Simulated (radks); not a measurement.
Values are calculated unless marked as measured or tabulated.
Problem. The mean radii <r> (bohr) of the occupied orbitals of an atom or ion are listed with their occupations. Code: a radial shooting solver on a logarithmic mesh with Libxc functionals. Model: non-relativistic Kohn-Sham, r2SCAN, spin-polarised, spherical densities, point nucleus; meta-GGA in the generalised Kohn-Sham scheme.

orbital  occ.     <r>
1s up       1  0.2504

Name the element and its charge. Open shells, if any, are filled with parallel spins first.

Solution. Z = 6, carbon, charge +5: C5+ in 1s1. The 1s radius gives Z: for a bare nucleus <r> = 1.5/Z, 0.25 bohr for Z = 6, and the self-interaction of the functional makes it slightly larger (0.2504 here). The occupations add up to 1, and the charge is Z minus that.
